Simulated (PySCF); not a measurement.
Job file and geometry (Å, from GFN2-xTB) of an NMR shielding run on `OB(/C(=C\C)C(C)(C)C)O`, C7H15BO2, PySCF, GIAO PBE0/pcSseg-1 NMR shielding, non-relativistic, gas phase; density fitting, a coarse starting grid and PySCF grid level 2 are the driver's defaults:

```
$ OMP_NUM_THREADS=1 python probes_run.py task.json out

{"job": {"kind": "nmr", "xc": "PBE0", "basis": "pcSseg-1"}, "charge": 0, "multiplicity": 1}
C      2.640924     0.810650    -0.918978
C      1.203672     0.971605    -0.532808
C      0.424592     0.012115    -0.038650
B      0.999561    -1.445066     0.251904
O      2.028509    -1.664083     1.124640
O      0.474216    -2.530769    -0.356179
C     -1.047759     0.237888     0.284861
C     -1.453397     1.713850     0.311196
C     -1.878780    -0.486746    -0.781395
C     -1.345920    -0.368813     1.662789
H      2.978723    -0.214633    -0.797279
H      3.269551     1.469156    -0.317529
H      2.775668     1.097209    -1.961814
H      0.821249     1.967368    -0.713345
H      2.390765    -0.885417     1.542709
H      0.903865    -3.351186    -0.108136
H     -0.834323     2.275708     1.007008
H     -2.489690     1.797615     0.632170
H     -1.373252     2.161910    -0.675726
H     -2.940535    -0.398768    -0.560211
H     -1.608777    -1.537485    -0.815186
H     -1.688988    -0.054378    -1.761032
H     -0.753008     0.124074     2.431310
H     -2.398872    -0.248073     1.909483
H     -1.108931    -1.429588     1.671963
```

Problem. What does the program print?

Solution. 
```
coarse grid: 20160 points
cycle   1  E = -450.3375695951  dE =  1.180e+00  |g| = 9.396e-01  |ddm| = 4.304e+00
cycle   2  E = -450.2305495202  dE =  1.070e-01  |g| = 1.229e+00  |ddm| = 1.649e+00
cycle   3  E = -450.5125372166  dE = -2.820e-01  |g| = 1.059e-01  |ddm| = 9.958e-01
cycle   4  E = -450.5147051439  dE = -2.168e-03  |g| = 3.855e-02  |ddm| = 1.126e-01
cycle   5  E = -450.5150257219  dE = -3.206e-04  |g| = 1.349e-02  |ddm| = 4.022e-02
cycle   6  E = -450.5150651015  dE = -3.938e-05  |g| = 4.479e-03  |ddm| = 1.518e-02
cycle   7  E = -450.5150699886  dE = -4.887e-06  |g| = 5.300e-04  |ddm| = 4.856e-03
final grid: 192664 points
cycle   8  E = -450.5955864224  dE = -9.302e-05  |g| = 1.178e-02  |ddm| = 6.320e-02
cycle   9  E = -450.5955684406  dE =  1.798e-05  |g| = 1.498e-02  |ddm| = 2.445e-02
cycle  10  E = -450.5956196331  dE = -5.119e-05  |g| = 1.619e-03  |ddm| = 1.395e-02
cycle  11  E = -450.5956201325  dE = -4.994e-07  |g| = 4.211e-04  |ddm| = 1.489e-03
cycle  12  E = -450.5956201650  dE = -3.245e-08  |g| = 2.114e-04  |ddm| = 5.120e-04
cycle  13  E = -450.5956201755  dE = -1.051e-08  |g| = 3.420e-05  |ddm| = 2.132e-04
cycle  14  E = -450.5956201757  dE = -2.419e-10  |g| = 9.162e-06  |ddm| = 4.088e-05
converged SCF energy = -450.5956201757

GIAO shielding tensors (ppm)
atom      isotropic    diamagn.    paramagn.     s11        s22        s33       span
  0 C      164.484     250.209     -85.725    152.087    156.420    184.945     32.858
  1 C       52.215     256.691    -204.477    -56.871     53.260    160.256    217.127
  2 C       29.277     265.433    -236.156    -74.043     21.930    139.943    213.986
  3 B       72.065     197.072    -125.007     56.531     62.054     97.611     41.079
  4 O      191.504     389.013    -197.508     80.032    243.192    251.289    171.256
  5 O      210.838     388.020    -177.182    113.905    246.770    271.838    157.933
  6 C      148.856     243.033     -94.177    140.230    150.231    156.107     15.877
  7 C      156.583     249.228     -92.645    140.049    147.862    181.838     41.788
  8 C      155.039     248.963     -93.924    134.566    146.251    184.300     49.734
  9 C      154.281     250.965     -96.684    134.775    144.906    183.163     48.388
 10 H       29.857      31.595      -1.739     25.161     31.505     32.904      7.743
 11 H       29.864      29.200       0.664     26.205     27.275     36.112      9.906
 12 H       29.750      28.939       0.811     25.740     27.341     36.170     10.430
 13 H       25.752      36.452     -10.700     22.452     23.303     31.500      9.049
 14 H       27.720      34.737      -7.017     22.538     25.526     35.097     12.560
 15 H       27.427      30.213      -2.786     21.635     22.950     37.694     16.058
 16 H       30.806      32.922      -2.116     27.342     28.314     36.762      9.420
 17 H       30.770      31.933      -1.163     27.089     28.890     36.331      9.242
 18 H       30.415      32.874      -2.459     26.813     28.286     36.146      9.333
 19 H       30.885      32.180      -1.295     27.216     28.200     37.240     10.024
 20 H       29.303      32.035      -2.732     23.711     29.788     34.411     10.700
 21 H       31.009      32.504      -1.495     27.620     28.692     36.714      9.094
 22 H       30.900      33.017      -2.117     27.860     28.459     36.381      8.521
 23 H       30.793      32.343      -1.550     26.896     28.471     37.011     10.115
 24 H       30.402      32.510      -2.108     26.054     30.323     34.830      8.777
```

Size and cost of the density-fitted run: 245 basis functions, 110 s wall time on 1 thread of an Arm Neoverse N1, shared host; peak memory 1.2 GiB.
